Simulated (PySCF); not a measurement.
Vertical excitations of a molecule C₃H₂F₃, multiplicity 2 from TDA-PBE0/def2-SVPD (PySCF), as energy in eV (oscillator strength): 3.32 (0.002), 4.48 (0.000), 4.74 (0.002), 6.67 (0.003), 7.45 (0.036), 7.49 (0.001), 7.50 (0.003), 8.06 (0.073), 8.10 (0.001), 8.22 (0.008). The structure is a stationary point at PBE-D3(BJ)/def2-SVP. One conformer was computed; it need not be the lowest.

Which structure fits?
(A) C=C(F)[C](F)F
(B) C=[C]C(F)(F)F
(C) F/C=C/[C](F)F
(D) [CH]=CC(F)(F)F

B, C=[C]C(F)(F)F
